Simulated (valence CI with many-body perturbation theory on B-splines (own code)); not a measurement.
# Forbidden lines of Re³³⁺

Computed by relativistic CI+MBPT: six valence electrons over a frozen Dirac-Fock core [Kr], radial functions for each j: 7 s, 7 p, 8 d, 6 f, 4 g, 1 h, with the one-electron correlation potential Σ1 (screened to all orders), the two-electron term Σ2, the three-electron term Σ3, Breit, model QED; selected single and double excitations, second order for the rest, scaled by the run's own slope (own B-spline code, finite nucleus).

No measured spectrum was set against this ion. As an estimate, large intervals hold to a few tenths of a per cent, small ones and those within an open d or f shell to about a per cent. Core correlation moves these levels by up to 7700 cm⁻¹, and in measured spectra 5 to 20 % of such shifts remained as error; rates that hang on mixing are uncertain with them. Among the levels kept, up to 760 cm⁻¹ of a level comes from second order outside the variational space, and about a tenth of that is noise between levels of different J, which matters for small intervals. Only levels of the ground parity were solved; by the run's estimate the other parity begins above the list, which can be wrong where configurations are misplaced.

Lines 1 to 50 of 118 in falling wavelength, among levels below 81.442 eV, chosen from the decays that carry over 1 % of a level's rate. Wavelengths and rates use the calculated energies. Electric multipoles are in the length gauge, E1 and E2 with the static RPA response of the core. Weak lines are less certain than strong ones. Lines between different terms over intervals too small for the method are left out, as are lines whose strength nearly cancels. The highest levels of a list are the least certain.

Levels are named by their leading jj configuration (3d3/2^4 stands for four electrons in 3d with j = 3/2), which in mixed levels can hold well under half, so a name can repeat and another be missing. Letters in brackets count levels of one name in rising energy.

```csv
λ vac (Å),Upper,Lower,Type,A (s⁻¹),Branch %
47040,(4d3/2^3 4d5/2^3) J=6,(4d3/2^3 4d5/2^3) J=5,M1,5.95e-02,4.1
4593,(4d3/2^4 4d5/2^2) J=2,(4d3/2^4 4d5/2^2) J=4,E2,3.21e-03,100.0
3973,(4d3/2^3 4d5/2^3) J=5,(4d3/2^3 4d5/2^3) J=4 [a],M1,1.39e+02,1.2
2665,(4d3/2^3 4d5/2^3) J=2 [b],(4d3/2^3 4d5/2^3) J=3 [b],M1,3.24e+02,2.6
2500,(4d3/2^3 4d5/2^3) J=4 [b],(4d3/2^3 4d5/2^3) J=3 [b],M1,1.69e+02,6.0
2375,(4d3/2^3 4d5/2^3) J=2 [b],(4d3/2^3 4d5/2^3) J=2 [a],M1,1.27e+02,1.0
2107,(4d3/2^3 4d5/2^3) J=3 [b],(4d3/2^3 4d5/2^3) J=4 [a],M1,3.86e+02,1.3
2007,(4d3/2^4 4d5/2^2) J=0,(4d3/2^4 4d5/2^2) J=2,E2,6.88e-01,100.0
1923,(4d3/2^3 4d5/2^3) J=3 [c],(4d3/2^3 4d5/2^3) J=2 [a],M1,3.94e+02,2.0
1786,(4d3/2^3 4d5/2^3) J=3 [b],(4d3/2^3 4d5/2^3) J=3 [a],M1,8.16e+02,2.8
1606,(4d3/2^3 4d5/2^3) J=4 [b],(4d3/2^3 4d5/2^3) J=5,M1,3.37e+02,11.9
1537,(4d3/2^2 4d5/2^4) J=0 [a],(4d3/2^3 4d5/2^3) J=1 [b],M1,1.48e+03,1.0
1526,(4d3/2^2 4d5/2^4) J=2 [d],(4d3/2^2 4d5/2^4) J=2 [c],M1,8.33e+02,1.2
1473,(4d3/2^3 4d5/2^3) J=1 [a],(4d3/2^4 4d5/2^2) J=0,M1,4.19e+03,7.3
1461,(4d3/2^3 4d5/2^3) J=0,(4d3/2^3 4d5/2^3) J=1 [a],M1,3.73e+03,93.6
1273,(4d3/2^3 4d5/2^3) J=1 [b],(4d3/2^3 4d5/2^3) J=1 [a],M1,1.64e+03,5.9
1264,(4d3/2^3 4d5/2^3) J=2 [b],(4d3/2^3 4d5/2^3) J=1 [a],M1,5.68e+02,4.5
1220,(4d3/2^2 4d5/2^4) J=4 [c],(4d3/2^2 4d5/2^4) J=5,M1,7.63e+02,1.1
1192,(4d3/2^2 4d5/2^4) J=3 [a],(4d3/2^3 4d5/2^3) J=2 [b],M1,2.12e+03,2.1
1164,(4d3/2^2 4d5/2^4) J=5,(4d3/2^3 4d5/2^3) J=4 [b],M1,5.04e+03,8.4
1143,(4d3/2^3 4d5/2^3) J=4 [b],(4d3/2^3 4d5/2^3) J=4 [a],M1,1.04e+03,37.1
1069,(4d3/2^3 4d5/2^3) J=2 [b],(4d3/2^3 4d5/2^3) J=3 [a],M1,4.49e+03,35.9
1052,(4d3/2^2 4d5/2^4) J=4 [c],(4d3/2^2 4d5/2^4) J=4 [a],M1,1.03e+03,1.5
976.4,(4d3/2^2 4d5/2^4) J=3 [b],(4d3/2^3 4d5/2^3) J=4 [b],M1,9.92e+03,14.6
968.1,(4d3/2^3 4d5/2^3) J=3 [a],(4d3/2^4 4d5/2^2) J=2,M1,1.19e+04,22.4
953.5,(4d3/2^2 4d5/2^4) J=3 [b],(4d3/2^3 4d5/2^3) J=2 [b],M1,2.04e+03,3.0
888.5,(4d3/2 4d5/2^5) J=3,(4d3/2^2 4d5/2^4) J=4 [c],M1,1.24e+04,8.4
886.7,(4d3/2^2 4d5/2^4) J=4 [a],(4d3/2^3 4d5/2^3) J=3 [b],M1,3.02e+03,2.7
886.1,(4d3/2^2 4d5/2^4) J=4 [b],(4d3/2^3 4d5/2^3) J=3 [c],M1,2.41e+03,4.2
883.4,(4d3/2^2 4d5/2^4) J=1,(4d3/2^3 4d5/2^3) J=2 [b],M1,9.90e+03,11.8
878.9,(4d3/2^2 4d5/2^4) J=1,(4d3/2^3 4d5/2^3) J=1 [b],M1,1.30e+04,15.6
849.6,(4d3/2^3 4d5/2^3) J=1 [a],(4d3/2^4 4d5/2^2) J=2,M1,5.31e+04,92.7
838.1,(4d3/2 4d5/2^5) J=2,(4d3/2^2 4d5/2^4) J=2 [c],M1,6.42e+03,4.0
823.4,(4d3/2^2 4d5/2^4) J=3 [a],(4d3/2^3 4d5/2^3) J=3 [b],M1,4.17e+03,4.1
807.2,(4d3/2^2 4d5/2^4) J=1,(4d3/2^3 4d5/2^3) J=0,M1,1.63e+04,19.5
806.9,(4d3/2^2 4d5/2^4) J=2 [b],(4d3/2^3 4d5/2^3) J=2 [b],M1,2.99e+03,4.5
803.2,(4d3/2^2 4d5/2^4) J=2 [b],(4d3/2^3 4d5/2^3) J=1 [b],M1,1.15e+03,1.7
801.6,(4d3/2 4d5/2^5) J=3,(4d3/2^2 4d5/2^4) J=2 [c],M1,2.08e+04,14.1
799.6,(4d3/2^3 4d5/2^3) J=3 [a],(4d3/2^4 4d5/2^2) J=4,M1,4.13e+04,77.5
793.5,(4d3/2^2 4d5/2^4) J=3 [a],(4d3/2^3 4d5/2^3) J=2 [a],M1,1.27e+04,12.6
750.4,(4d3/2^2 4d5/2^4) J=2 [a],(4d3/2^3 4d5/2^3) J=1 [a],M1,2.79e+04,21.5
748.5,(4d3/2^3 4d5/2^3) J=4 [a],(4d3/2^4 4d5/2^2) J=4,M1,5.24e+04,100.0
740.4,(4d3/2^2 4d5/2^4) J=4 [a],(4d3/2^3 4d5/2^3) J=5,M1,1.63e+04,14.5
715.7,(4d3/2^2 4d5/2^4) J=2 [d],(4d3/2^2 4d5/2^4) J=3 [a],M1,7.12e+02,1.0
702.2,(4d3/2^2 4d5/2^4) J=3 [b],(4d3/2^3 4d5/2^3) J=3 [b],M1,2.82e+04,41.5
696.5,(4d3/2^2 4d5/2^4) J=0 [a],(4d3/2^3 4d5/2^3) J=1 [a],M1,1.45e+05,99.0
684.7,(4d3/2^2 4d5/2^4) J=5,(4d3/2^3 4d5/2^3) J=6,M1,3.39e+04,56.6
683.0,(4d3/2^3 4d5/2^3) J=1 [b],(4d3/2^4 4d5/2^2) J=0,M1,2.22e+04,80.3
680.3,(4d3/2^2 4d5/2^4) J=3 [b],(4d3/2^3 4d5/2^3) J=2 [a],M1,1.80e+04,26.5
677.2,(4d3/2^2 4d5/2^4) J=2 [a],(4d3/2^3 4d5/2^3) J=3 [a],M1,9.92e+04,76.4
```
